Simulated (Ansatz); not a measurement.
Pulling on the O4–H5 bond in GaH3O (SMILES [OH][GaH2]) (multiplicity 1 held, fragments rigid). Energies count from the point at 0.962 Å.
Geometry at that point (charge 0, multiplicity 1):
| atom | x (Å) | y (Å) | z (Å) |
|---|---|---|---|
| Ga | -0.2252 | -0.2844 | 0.0258 |
| H | 0.0603 | -1.2972 | 1.1723 |
| H | -1.3595 | -0.3087 | -1.0529 |
| O | 0.9382 | 1.0873 | -0.0240 |
| H | 0.7756 | 1.7230 | -0.7275 |

Restricted levels (R-, RO-) in cc, def2 and unpolarised 6-31G sets keep to the state of the molecule at rest. Unrestricted levels (U-) break spin symmetry where that is lower. Active spaces are followed from a long bond inwards. Curves can end on different states.

Frozen-core correlation. Filled d and f shells under p-block atoms count as core.

The values were computed with Ansatz (Gaussian basis) for Hartree–Fock, density functionals and correlated methods. Values without a source in brackets are computed.

Energies in kcal/mol.

```tsv
R (Å)	U-B3LYP/cc-pVTZ	R-SCS-MP2/cc-pVTZ	FIC-NEVPT4(SD) on CASSCF(4,3)/cc-pVTZ	FIC-MRCISD+Q on CASSCF(4,3)/cc-pVTZ
0.770	35.3	35.5	35.2	34.5
0.866	6.8	6.7	6.8	6.5
0.962	0.0	0.0	0.0	0.0
1.058	4.6	4.7	4.8	4.9
1.154	14.8	15.2	15.4	15.6
1.299	34.4	35.2	35.3	35.4
1.443	54.6	55.7	55.4	55.4
1.684	84.5	85.8	83.2	82.8
1.924	102.0	108.6	101.5	100.7
2.213	111.1	126.6	113.0	111.8
2.598	115.5	137.3	118.6	117.4
3.079	117.0	134.8	120.5	119.2
```

Doubts at one or more of the structures used: a spin-contaminated determinant (U-B3LYP/cc-pVTZ); a restricted determinant that unrestricted orbitals would lower (R-SCS-MP2/cc-pVTZ); active orbitals that take no part (FIC-NEVPT4(SD) on CASSCF(4,3)/cc-pVTZ, FIC-MRCISD+Q on CASSCF(4,3)/cc-pVTZ).

Ansatz is a quantum-chemistry and plane-wave program.
